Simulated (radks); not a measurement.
Coulomb parameter of the 5d shell of the gold ion Au+ in the model configuration [Xe] 4f14 5d8.5 6p1.5, as a second difference U = [E(n + 0.5) + E(n - 0.5) - 2 E(n)] / (0.5)^2 with all orbitals relaxed. "Bare": the charge of the atom changes with n. "Screened": the 6p shell takes up the change at fixed total charge, which measures U(5d,5d) + U(6p,6p) - 2 U(5d,6p). All-electron calculation, scalar-relativistic Kohn-Sham, r2SCAN, spin-unpolarised, spherical densities, finite nucleus; meta-GGA in the generalised Kohn-Sham scheme; Fermi nuclear charge, rms radius 5.4371 fm. Program: a radial shooting solver on a logarithmic mesh with Libxc functionals.

start: configuration [Xe] 4f14 5d8.5 6p1.5; E - E(n) (eV) 0.000
bare +0.5: configuration [Xe] 4f14 5d9 6p1.5; E - E(n) (eV) -9.461
bare -0.5: configuration [Xe] 4f14 5d8 6p1.5; E - E(n) (eV) 12.337
screened +0.5: configuration [Xe] 4f14 5d9 6p1; E - E(n) (eV) -6.161
screened -0.5: configuration [Xe] 4f14 5d8 6p2; E - E(n) (eV) 6.784

U(bare) = 11.506 eV, U(screened by 6p) = 2.493 eV, against the Slater integral F0(5d,5d) = 16.644 eV with frozen orbitals.
